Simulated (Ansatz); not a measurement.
Mulliken charges of `[NH2][Ta](=[O])([OH])[F]` from PBE/def2-TZVPP in Ansatz (PBE0-D4/def2-TZVP geometry).

| atom | x (Å) | y (Å) | z (Å) | charge (e) |
| --- | --- | --- | --- | --- |
| N1 | -0.647 | 1.185 | 0.588 | -0.424 |
| Ta2 | 0.559 | -0.253 | -0.014 | 0.920 |
| O3 | 0.775 | -1.250 | 1.367 | -0.365 |
| O4 | -0.240 | -1.230 | -1.441 | -0.380 |
| F5 | 2.220 | 0.446 | -0.587 | -0.303 |
| H6 | -0.982 | 1.290 | 1.534 | 0.183 |
| H7 | -1.051 | 1.891 | -0.010 | 0.161 |
| H8 | -0.542 | -2.137 | -1.493 | 0.207 |

Problem. By hand: the dipole of these point charges (1 e Å = 4.8032 D).

Solution. Σ q r = (-0.537, 0.151, -0.066) e Å, of length 0.562 e Å = 2.70 D.

Problem. How does the dipole of the full density compare? (An estimate is asked.)

Solution. Computed: (-0.573, 0.190, -0.245) e Å, 3.13 D; the point charges give 0.86 times that, at 16° from its direction.

Point charges leave out the atoms' own dipoles, such as those of lone pairs, and Mulliken's split depends on the basis, so the close match here is no proof of good charges.
